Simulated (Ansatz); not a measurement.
A structure relaxed at PBE0-D4/def2-TZVP, charge 0, multiplicity 1:

| atom | x (Å) | y (Å) | z (Å) |
| --- | --- | --- | --- |
| C1 | -0.188 | -1.483 | -1.041 |
| B2 | -0.264 | -0.036 | -0.447 |
| Si3 | 1.125 | 1.213 | -0.065 |
| Si4 | -0.961 | 0.577 | 1.219 |
| H5 | 0.820 | -1.801 | -1.315 |
| H6 | -0.769 | -1.463 | -1.973 |
| H7 | -0.647 | -2.249 | -0.411 |
| H8 | 0.902 | 2.651 | 0.213 |
| H9 | 2.581 | 0.897 | -0.068 |
| H10 | -1.355 | -0.303 | 2.354 |
| H11 | -1.244 | 1.997 | 1.534 |

(1) Give its formula and SMILES.

(2) Point group (tolerance 0.08 Å, 0.16 Å for H)?

(3) Summarise the bond lengths by kind.

## Answers

(1) CH7BSi2, `CB1[SiH2][SiH2]1`.

(2) Cs.

(3) 1 × B–C 1.566 Å; 3 × C–H 1.092 to 1.099 Å; 2 × B–Si 1.907 Å; 1 × Si–Si 2.531 Å; 4 × H–Si 1.482 to 1.489 Å.

Program: Ansatz 0.2.0.
